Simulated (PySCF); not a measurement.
# Radial density of Al⁺ (aluminium, charge +1)

r2SCAN0, [Ne] 3s2, closed-shell 1S. All numbers are calculated (PySCF 2.14, the non-relativistic Hamiltonian (point nucleus), in dyall-acv3z (19s12p6d4f, 113 functions)).

```
r (bohr)  4πr²ρ (e/bohr)
 0.00224         0.08375
 0.00377          0.2277
 0.00635          0.6026
  0.0107           1.524
  0.0180           3.570
  0.0302           7.360
  0.0508           12.28
  0.0854           14.55
   0.144           10.90
   0.242           8.713
   0.407           12.53
   0.684           9.008
    1.15           2.112
    1.93           1.056
    3.25          0.4347
    5.47         0.01722
    9.21       2.701e-05
```
